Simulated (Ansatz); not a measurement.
System: IrH, charge 0, multiplicity 3. The spin state was set by rule; other spins were not relaxed. 
Geometry from a B3LYP-D3(BJ)/def2-TZVP (Ansatz, an electronic-structure program) optimisation:
```
Ir
H 1 1.5590
```
Charge 0, spin multiplicity 3.

Basis-set convergence of Hartree-Fock and CCSD(T) correlation energies (hartree) with Ansatz. Cores are frozen in the correlated levels unless marked. UHF or UKS for open shells. No spin-orbit coupling. Frozen are the shells of the preceding noble gas and the d and f shells that filled before the atom's block. Past Kr the def2 sets carry scalar-relativistic core potentials.

```
basis       functions       E(HF)  E(corr, CCSD(T))
----------  ---------  ----------  ----------------
def2-SVP           37  -103.99653          -0.21866
def2-TZVPP         70  -104.00791          -0.29438
def2-QZVPP        118  -104.00909          -0.31177
```

Extrapolating the two largest sets (X = 3 and 4) as X^-3: E(corr) = (64·(-0.31177) - 27·(-0.29438))/37 = -0.3245 Eh, an estimate of the basis-set limit. The largest set recovers 96.1 % of it, the smallest 67.4 %.
